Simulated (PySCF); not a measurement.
Zr(NH2)2Cl2 (singlet state).
Bonds: Zr1–N2, Zr1–N5, Zr1–Cl8, Zr1–Cl9. Hydrogens: H3, H4 on N2; H6, H7 on N5.

Computed by this run: PBE0-D3(BJ)/def2-SVP geometry optimisation, gas phase, def2 core potentials past Kr in PySCF; density fitting, grid level 1; the optimiser is geomeTRIC in internal coordinates, started from a GFN2-xTB structure with every atom displaced at random (about 0.03 Å).

Step 1: E = -29355.4722 eV
```
atom  x, y, z in Å  |  force x, y, z in eV/Å
Zr1    -0.5557   -0.0140   -0.3786    0.439  -0.155   0.207
N2     -0.5322   -0.0189    1.6857    0.252  -0.013  -0.615
H3     -0.2760    0.7843    2.2610   -0.075   0.115  -0.136
H4     -0.4182   -0.8290    2.2973   -0.135  -0.074  -0.193
N5      1.3623   -0.0528   -1.1662   -0.531  -0.092   0.481
H6      2.0409   -0.8167   -1.1946   -0.297  -0.110   0.033
H7      1.9268    0.7862   -1.2951   -0.172   0.204  -0.066
Cl8    -1.5710    1.9757   -1.1450    0.196  -0.035   0.120
Cl9    -1.8441   -1.8843   -1.0902    0.324   0.159   0.167
```

Step 2: E = -29355.5604 eV
```
atom  x, y, z in Å  |  force x, y, z in eV/Å
Zr1    -0.5538   -0.0009   -0.3773   -0.126  -0.260  -0.195
N2     -0.5123   -0.0124    1.6457    0.223   0.071   0.033
H3     -0.2630    0.7913    2.2257   -0.078  -0.056  -0.079
H4     -0.4089   -0.8447    2.2265   -0.095   0.000  -0.040
N5      1.3307   -0.0427   -1.1372   -0.069  -0.209   0.243
H6      1.9722   -0.8392   -1.1393   -0.153   0.091  -0.017
H7      1.8918    0.7933   -1.2847    0.006   0.101  -0.099
Cl8    -1.5369    1.9988   -1.1196    0.065   0.190   0.024
Cl9    -1.7871   -1.9131   -1.0655    0.227   0.073   0.129
```

**Question.** Estimate the geometry and energy of step 3. (The exact step hangs on the optimiser's Hessian estimate; all steps are aligned on step 2, rigid shifts and turns removed.)

**Answer.** E = -29355.5940 eV, largest force 0.413 eV/Å
```
atom  x, y, z in Å  |  force x, y, z in eV/Å
Zr1    -0.5627    0.0083   -0.3857   -0.377  -0.030  -0.164
N2     -0.4988   -0.0143    1.6243    0.096   0.036   0.150
H3     -0.2646    0.7881    2.2086   -0.028  -0.036  -0.005
H4     -0.4297   -0.8543    2.1968   -0.059   0.005   0.014
N5      1.3069   -0.0427   -1.1179    0.187  -0.034   0.003
H6      1.9311   -0.8483   -1.1171    0.006   0.038  -0.018
H7      1.8590    0.7930   -1.3059    0.015  -0.026  -0.080
Cl8    -1.4948    2.0564   -1.0969    0.082   0.078   0.032
Cl9    -1.7138   -1.9556   -1.0319    0.077  -0.030   0.069
```

The energy changes by -0.0336 eV. The first-order estimate −F·Δx gives -0.0529 eV and the mean of the old and new forces, exact on a quadratic surface, -0.0350 eV. The step makes an angle of 58° with the force vector and moves no atom by more than 0.091 Å.

The cost below is that of the whole optimisation. On one thread of an Arm Neoverse V1 (shared host), this took 3.6 min and 0.47 GiB of memory at its peak.
